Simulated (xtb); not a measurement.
HKO, SMILES [OH][K]. All values are semi-empirical tight-binding results from xtb (GFN2-xTB unless named), good for trends rather than for accurate numbers. Coordinates come from a GFN2-xTB optimisation. The isomer is the one that the SMILES or the coordinates give; other isomers of the formula were not compared.

For metal compounds this method's bond lengths and energies can be far off.

```yaml
point_group_as_xtb_finds_it: Cs
orbital_gap: 0.82 eV
zero_point_energy: 6.2 kcal/mol
G − E(el) at 298.15 K (modified RRHO): -8.5 kcal/mol
```
